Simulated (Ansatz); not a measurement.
Input file for Ansatz (a program for electronic structure): R-r2SCAN/def2-TZVPPD on GeH5I (a complex). Elements past Kr take the def2 small-core potentials; no spin–orbit coupling. Files ending in .json are basis or fitting sets from the Basis Set Exchange.

Ansatz 0.2 input:
```yaml
crystal:
  periodic: [false, false, false]
  atoms:
    - {symbol: Ge, position_ang: [0.07552908, 0.15567178, -0.01274647]}
    - {symbol: H, position_ang: [1.46085800, 0.06768971, 0.64440635]}
    - {symbol: H, position_ang: [-0.64646337, -1.19085611, 0.12507569]}
    - {symbol: H, position_ang: [0.23999343, 0.50411443, -1.50079458]}
    - {symbol: H, position_ang: [-0.74507799, 1.25432418, 0.67872790]}
    - {symbol: I, position_ang: [-0.21468470, -0.51522738, 4.10732811]}
    - {symbol: H, position_ang: [0.54370381, 0.85982159, 3.72948095]}
basis:
  gaussian:
    orbitals: def2-TZVPPD.json
hamiltonian:
  xc: {name: r2SCAN}
scf: {lower_state_search: off}
```

Output:

```
Functional definition: r2SCAN
[...]
these checks for a lower state are left out or cut short: stability, starts, cluster_reference, orbital_swaps, neighbouring_geometries, increment
integrals: 0.11 GiB planned
1082 factors; their error is unknown
mean field: 0.76 GiB planned
mean field evaluation 1: about -64702.5934 eV, gradient 2.0e1 eV
mean field evaluation 2: about -64702.8439 eV, gradient 2.0e1 eV
mean field evaluation 4: about -64703.1626 eV, gradient 1.0e0 eV
mean field evaluation 8: about -64703.1490 eV, gradient 2.9e-1 eV
mean field evaluation 16: about -64703.1491 eV, gradient 1.2e-5 eV
mean field -64703.14909754 eV, -2377.7968719651 hartree, gradient 7.9e-7 eV, S^2 0.000000; 0 other end points of the search recorded, 0 dependent functions left out
reference -64703.14911104 eV, -2377.7968724610 hartree; 31, 31 occupied and 167, 167 virtual orbitals, 1082 factors
Total energy: -64703.14911104 eV, -2377.7968724610 hartree
Checks for a lower state left out: stability, starts, cluster_reference, orbital_swaps, neighbouring_geometries, increment
```

The calculation finished and met its thresholds.

Cost: about 4 core-seconds (a rough figure).
